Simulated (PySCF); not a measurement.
CHOS, SMILES S=C=[OH+], charge +1.

Coordinates come from a B3LYP-D3(BJ)/def2-TZVP optimisation. The isomer is the one that the SMILES or the coordinates give; other isomers of the formula were not compared.

Two levels are set side by side: TDA-PBE/def2-SVPD (PySCF) and TDA-PBE0/def2-SVPD (PySCF). Vertical, same geometry. The lowest singlet is HOMO→LUMO 98 % with PBE and HOMO→LUMO 98 % with the other functional; states are paired by order. Differences are taken from unrounded values.

```
quantity                               TDA-PBE0  TDA-PBE  TDA-PBE minus TDA-PBE0
-------------------------------------  --------  -------  ----------------------
lowest singlet excitation (eV)             5.07     5.10                    0.03
lowest triplet excitation (TDA) (eV)       4.31     4.46                    0.15
first bright state (f over 0.05) (eV)     10.28    10.11                   -0.16
its oscillator strength                    1.12     0.93                   -0.19
```

Rough cost on one machine, each run with all the roots and properties that it gave: TDA-PBE0 against TDA-PBE within a factor of 2.
